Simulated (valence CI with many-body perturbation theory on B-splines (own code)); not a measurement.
**Pd XLII: electric-dipole lines**

Computed by relativistic CI+MBPT: three valence electrons over a frozen Dirac-Fock core [He], radial functions for each j: 11 s, 11 p, 10 d, 8 f, 5 g, 2 h, with the one-electron correlation potential Σ1 (screened to all orders), the two-electron term Σ2, the three-electron term Σ3, Breit, model QED; selected single and double excitations, second order for the rest, scaled by the run's own slope (own B-spline code, finite nucleus).

The last digits are not significant, and no measured levels were compared; by estimate large intervals hold to a few tenths of a per cent, small ones and those within an open d or f shell to about a per cent.

Lines 1 to 50 of 533 in falling wavelength, among levels below 386.89 Ry, chosen from the strongest by gf and those to the six lowest levels. Wavelengths and rates use the calculated energies. Electric multipoles are in the length gauge, E1 and E2 with the static RPA response of the core. Weak lines are less certain than strong ones. Lines between different terms over intervals too small for the method are left out, as are lines whose strength nearly cancels. Where a level lies close to another of its J and parity, the split of strength between their lines is uncertain. The highest levels of a list are the least certain.

Levels are named by their leading jj configuration (3d3/2^4 stands for four electrons in 3d with j = 3/2), which in mixed levels can hold well under half, so a name can repeat and another be missing. Letters in brackets count levels of one name in rising energy.

```csv
λ vac (Å),Upper,Lower,A (s⁻¹),log gf,Branch %
1208,(2s 2p1/2 4f7/2) J=7/2 [a],(2s 2p1/2 4d5/2) J=5/2 [a],6.79e+07,-0.93,0.0
1173,(2s 2p1/2 4f7/2) J=9/2,(2s 2p1/2 4d5/2) J=7/2,7.64e+07,-0.80,0.0
1091,(2s^2 4f7/2) J=7/2,(2s^2 4d5/2) J=5/2,9.46e+07,-0.87,0.0
890.1,(2s 2p3/2 4f5/2) J=7/2,(2s 2p3/2 4d3/2) J=5/2,1.23e+08,-0.93,0.0
876.5,(2s 2p3/2 4f5/2) J=9/2,(2s 2p3/2 4d3/2) J=7/2,1.55e+08,-0.75,0.0
874.3,(2p1/2^2 4f5/2) J=5/2,(2p1/2^2 4d3/2) J=3/2,1.75e+08,-0.92,0.0
839.5,(2s^2 4f5/2) J=5/2,(2s^2 4d3/2) J=3/2,1.94e+08,-0.91,0.0
837.9,(2s 2p3/2 4f7/2) J=11/2,(2s 2p3/2 4d5/2) J=9/2,2.11e+08,-0.57,0.0
812.9,(2s 2p1/2 4f5/2) J=5/2 [a],(2s 2p1/2 4d3/2) J=3/2 [a],2.10e+08,-0.90,0.0
785.5,(2s 2p1/2 4f5/2) J=7/2,(2s 2p1/2 4d3/2) J=5/2,2.20e+08,-0.79,0.0
656.8,(2s 2p3/2 4d5/2) J=9/2,(2s 2p3/2 4p3/2) J=7/2,6.78e+08,-0.36,0.0
629.0,(2s 2p1/2 4d5/2) J=7/2,(2s 2p1/2 4p3/2) J=5/2,7.76e+08,-0.43,0.0
625.4,(2s 2p3/2 4p1/2) J=3/2 [a],(2s 2p3/2 4s) J=5/2,5.93e+08,-0.86,0.0
621.8,(2s 2p1/2 4d5/2) J=5/2 [a],(2s 2p1/2 4p3/2) J=3/2 [a],7.35e+08,-0.59,0.0
615.3,(2p1/2^2 4d5/2) J=5/2,(2p1/2^2 4p3/2) J=3/2,8.51e+08,-0.54,0.0
595.4,(2s^2 4d5/2) J=5/2,(2s^2 4p3/2) J=3/2,8.99e+08,-0.54,0.0
593.1,(2s 2p3/2 4p1/2) J=5/2,(2s 2p3/2 4s) J=5/2,5.02e+08,-0.80,0.0
578.3,(2s 2p1/2 4d5/2) J=5/2 [b],(2s 2p1/2 4p3/2) J=3/2 [b],8.80e+08,-0.58,0.0
578.1,(2s 2p3/2 4d5/2) J=7/2,(2s 2p3/2 4p3/2) J=5/2 [a],8.10e+08,-0.49,0.0
560.8,(2s 2p3/2 4d5/2) J=5/2,(2s 2p3/2 4p3/2) J=3/2 [a],6.48e+08,-0.74,0.0
555.0,(2s 2p1/2 4d5/2) J=3/2,(2s 2p1/2 4p3/2) J=1/2,8.92e+08,-0.78,0.0
507.4,(2s 2p3/2 4d5/2) J=3/2,(2s 2p3/2 4p3/2) J=3/2 [a],7.88e+08,-0.91,0.0
377.4,(2s 2p1/2 4d3/2) J=3/2 [b],(2s 2p1/2 4p1/2) J=1/2 [b],1.52e+09,-0.89,0.0
369.0,(2s 2p1/2 4d3/2) J=1/2,(2s 2p1/2 4p1/2) J=1/2 [b],2.78e+09,-0.95,0.0
367.8,(2s 2p3/2 4d3/2) J=5/2,(2s 2p3/2 4p1/2) J=5/2,1.73e+09,-0.68,0.0
358.0,(2s 2p3/2 4d3/2) J=7/2,(2s 2p3/2 4p1/2) J=5/2,2.86e+09,-0.36,0.0
356.4,(2s 2p3/2 4d3/2) J=5/2,(2s 2p3/2 4p1/2) J=3/2 [a],1.70e+09,-0.71,0.0
351.9,(2p1/2^2 4d3/2) J=3/2,(2p1/2^2 4p1/2) J=1/2,3.78e+09,-0.55,0.0
350.4,(2s 2p3/2 4p3/2) J=3/2 [a],(2s 2p3/2 4s) J=3/2 [a],3.33e+09,-0.61,0.0
349.0,(2s 2p1/2 4d3/2) J=3/2 [a],(2s 2p1/2 4p1/2) J=1/2 [a],3.71e+09,-0.57,0.0
347.1,(2s 2p3/2 4d3/2) J=3/2,(2s 2p3/2 4p1/2) J=3/2 [a],2.74e+09,-0.70,0.0
345.6,(2s^2 4d3/2) J=3/2,(2s^2 4p1/2) J=1/2,3.80e+09,-0.57,0.0
345.0,(2s 2p1/2 4d3/2) J=5/2,(2s 2p1/2 4p1/2) J=3/2,3.36e+09,-0.44,0.0
338.3,(2s 2p1/2 4p3/2) J=1/2,(2s 2p1/2 4s) J=1/2 [b],4.33e+09,-0.83,0.0
329.6,(2s 2p3/2 4p3/2) J=5/2 [b],(2s 2p3/2 4s) J=3/2 [b],4.82e+09,-0.33,0.0
329.0,(2s 2p1/2 4p3/2) J=3/2 [b],(2s 2p1/2 4s) J=1/2 [b],3.22e+09,-0.68,0.0
322.0,(2s 2p3/2 4p3/2) J=7/2,(2s 2p3/2 4s) J=5/2,5.70e+09,-0.15,0.1
320.4,(2s 2p3/2 4p3/2) J=5/2 [a],(2s 2p3/2 4s) J=3/2 [a],3.19e+09,-0.53,0.0
318.7,(2s 2p1/2 4d3/2) J=3/2 [b],(2s 2p1/2 4p1/2) J=3/2,2.14e+09,-0.89,0.0
315.5,(2p1/2^2 4p3/2) J=3/2,(2p1/2^2 4s) J=1/2,6.35e+09,-0.42,0.0
308.9,(2s^2 4p3/2) J=3/2,(2s^2 4s) J=1/2,6.36e+09,-0.44,0.1
308.4,(2s 2p3/2 4p3/2) J=3/2 [b],(2s 2p3/2 4s) J=3/2 [b],2.67e+09,-0.82,0.0
307.2,(2s 2p1/2 4p3/2) J=3/2 [a],(2s 2p1/2 4s) J=1/2 [a],6.33e+09,-0.45,0.0
305.2,(2s 2p3/2 4p3/2) J=1/2 [a],(2s 2p3/2 4s) J=3/2 [a],6.74e+09,-0.73,0.0
304.6,(2s 2p1/2 4p3/2) J=5/2,(2s 2p1/2 4s) J=3/2,6.90e+09,-0.24,0.1
300.4,(2s 2p3/2 4p3/2) J=3/2 [b],(2s 2p3/2 4s) J=1/2,2.62e+09,-0.85,0.0
296.6,(2s 2p1/2 4p3/2) J=3/2 [b],(2s 2p1/2 4s) J=3/2,2.91e+09,-0.81,0.0
283.5,(2s 2p3/2 4p3/2) J=5/2 [a],(2s 2p3/2 4s) J=5/2,3.91e+09,-0.55,0.0
267.1,(2s 2p3/2 3d5/2) J=9/2,(2s 2p3/2 3p3/2) J=7/2,2.26e+09,-0.62,49.4
264.7,(2p1/2 2p3/2 3d5/2) J=9/2,(2p1/2 2p3/2 3p3/2) J=7/2,2.71e+09,-0.55,0.5
```

Task: How does gf follow from A for the line at 621.8 Å?

Result: gf = 1.4992 × (2J+1)_upper × A / σ², with σ = 160832 cm⁻¹ and 2J+1 = 6: gf = 0.255.
